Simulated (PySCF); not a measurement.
HCl2Ge (SMILES [Cl][GeH][Cl]), doublet, at a GFN2-xTB geometry; DF-HF/6-311G** run with PySCF.

The PySCF input:
```python
from pyscf import gto, scf

mol = gto.M(
    atom='''
Cl   -0.52382962   -1.71635521   -0.35222265
Ge    0.50980526    0.01171883    0.42282189
Cl   -0.54790634    1.69400340   -0.41771353
H     1.90574293    0.00497817   -0.44138541
''',
    basis='6-311g**',
    spin=1,
    verbose=4,
)

mf = scf.UHF(mol)
mf = mf.density_fit(auxbasis='def2-universal-jkfit')
mf.kernel()
mf.analyze()
```

What the program printed (banner, timings and long lists left out):

```
PySCF version 2.14.0

[INPUT] verbose = 4
[INPUT] num. atoms = 4
[INPUT] num. electrons = 67
[INPUT] charge = 0
[INPUT] spin (= nelec alpha-beta = 2S) = 1
[INPUT] symmetry False subgroup None
[INPUT] Mole.unit = angstrom
[INPUT] Symbol           X                Y                Z      unit          X                Y                Z       unit  Magmom
[...]
nuclear repulsion = 328.030159385221
number of shells = 46
number of NR pGTOs = 188
number of NR cGTOs = 102
basis = 6-311g**
ecp = {}

******** <class 'pyscf.df.df_jk.DFUHF'> ********
method = DFUHF
initial guess = minao
damping factor = 0
level_shift factor = 0
DIIS = <class 'pyscf.scf.diis.CDIIS'>
diis_start_cycle = 1
diis_space = 8
diis_damp = 0
SCF conv_tol = 1e-09
SCF conv_tol_grad = None
SCF max_cycles = 50
direct_scf = False
number electrons alpha = 34  beta = 33
Set gradient conv threshold to 3.16228e-05
******** <class 'pyscf.df.df.DF'> ********
auxbasis = def2-universal-jkfit
init E= -2992.9683283443

cycle= 1 E= -2994.88340259687  delta_E= -1.92  |g|= 0.688  |ddm|= 1.34
cycle= 2 E= -2994.94281078709  delta_E= -0.0594  |g|= 0.367  |ddm|= 0.682
cycle= 3 E= -2994.96860630185  delta_E= -0.0258  |g|= 0.0777  |ddm|= 0.215
cycle= 4 E= -2994.97071823851  delta_E= -0.00211  |g|= 0.018  |ddm|= 0.0779
cycle= 5 E= -2994.97125464276  delta_E= -0.000536  |g|= 0.00799  |ddm|= 0.0482
cycle= 6 E= -2994.97140695787  delta_E= -0.000152  |g|= 0.00275  |ddm|= 0.0301
cycle= 7 E= -2994.97143264665  delta_E= -2.57e-05  |g|= 0.00159  |ddm|= 0.00885
cycle= 8 E= -2994.97144322281  delta_E= -1.06e-05  |g|= 0.000764  |ddm|= 0.00695
cycle= 9 E= -2994.97144562916  delta_E= -2.41e-06  |g|= 0.000329  |ddm|= 0.00377
cycle= 10 E= -2994.97144603156  delta_E= -4.02e-07  |g|= 0.00014  |ddm|= 0.00152
cycle= 11 E= -2994.97144610856  delta_E= -7.7e-08  |g|= 4.47e-05  |ddm|= 0.000786
cycle= 12 E= -2994.97144611405  delta_E= -5.49e-09  |g|= 2.19e-05  |ddm|= 0.00017
cycle= 13 E= -2994.97144611523  delta_E= -1.18e-09  |g|= 9.56e-06  |ddm|= 7.61e-05
cycle= 14 E= -2994.97144611542  delta_E= -1.85e-10  |g|= 4.24e-06  |ddm|= 2.81e-05
Extra cycle  E= -2994.97144611544  delta_E= -2.64e-11  |g|= 2.66e-06  |ddm|= 7.43e-06
converged SCF energy = -2994.97144611544  <S^2> = 0.7607089  2S+1 = 2.0106804
**** SCF Summaries ****
Total Energy =                       -2994.971446115442632
Nuclear Repulsion Energy =             328.030159385221339
One-electron Energy =                -4819.538876451802025
[...]
spin_pop of  1 Ge 8px       0.00001
spin_pop of  1 Ge 8py       0.00000
spin_pop of  1 Ge 8pz      -0.00001
spin_pop of  1 Ge 3dxy      0.00001
spin_pop of  1 Ge 3dyz     -0.00002
spin_pop of  1 Ge 3dz^2     0.00006
spin_pop of  1 Ge 3dxz     -0.00004
spin_pop of  1 Ge 3dx2-y2   -0.00000
spin_pop of  1 Ge 4dxy     -0.00050
spin_pop of  1 Ge 4dyz     -0.00037
spin_pop of  1 Ge 4dz^2     0.00251
spin_pop of  1 Ge 4dxz     -0.00069
spin_pop of  1 Ge 4dx2-y2   -0.00041
spin_pop of  1 Ge 5dxy     -0.00035
spin_pop of  1 Ge 5dyz     -0.00011
spin_pop of  1 Ge 5dz^2     0.00165
spin_pop of  1 Ge 5dxz     -0.00023
spin_pop of  1 Ge 5dx2-y2   -0.00020
spin_pop of  2 Cl 1s       -0.00000
spin_pop of  2 Cl 2s        0.00000
spin_pop of  2 Cl 3s        0.00049
spin_pop of  2 Cl 4s        0.00008
spin_pop of  2 Cl 5s        0.00000
spin_pop of  2 Cl 6s        0.00001
spin_pop of  2 Cl 2px       0.00000
spin_pop of  2 Cl 2py       0.00000
spin_pop of  2 Cl 2pz       0.00000
spin_pop of  2 Cl 3px      -0.00380
spin_pop of  2 Cl 3py       0.00648
spin_pop of  2 Cl 3pz       0.06371
spin_pop of  2 Cl 4px      -0.00023
spin_pop of  2 Cl 4py       0.00003
spin_pop of  2 Cl 4pz       0.00185
spin_pop of  2 Cl 5px      -0.00000
spin_pop of  2 Cl 5py      -0.00001
spin_pop of  2 Cl 5pz      -0.00002
spin_pop of  2 Cl 6px      -0.00000
spin_pop of  2 Cl 6py       0.00000
spin_pop of  2 Cl 6pz       0.00004
spin_pop of  2 Cl 3dxy      0.00006
spin_pop of  2 Cl 3dyz     -0.00044
spin_pop of  2 Cl 3dz^2     0.00015
spin_pop of  2 Cl 3dxz     -0.00013
spin_pop of  2 Cl 3dx2-y2   -0.00003
spin_pop of  3 H 1s        0.13616
spin_pop of  3 H 2s        0.00003
spin_pop of  3 H 3s        0.00031
spin_pop of  3 H 2px       0.00012
spin_pop of  3 H 2py      -0.00001
spin_pop of  3 H 2pz      -0.00046
 ** Mulliken Spin Density (per atom)  **
spin density of  0 Cl =      0.06823
spin density of  1 Ge =      0.72739
spin density of  2 Cl =      0.06823
spin density of  3 H =      0.13615
 ** Mulliken pop alpha/beta on meta-lowdin orthogonal AOs **
 ** Mulliken pop       alpha | beta **
In total            34.00000 | 33.00000
 ** Mulliken atomic charges   ( Nelec_alpha | Nelec_beta ) **
charge of  0Cl =     -0.31332  (     8.69078      8.62255 )
charge of  1Ge =      0.68803  (    16.01968     15.29229 )
charge of  2Cl =     -0.31332  (     8.69078      8.62255 )
charge of  3H =     -0.06139  (     0.59877      0.46262 )
Dipole moment(X, Y, Z, Debye):  1.98680,  0.05017,  1.88190
```
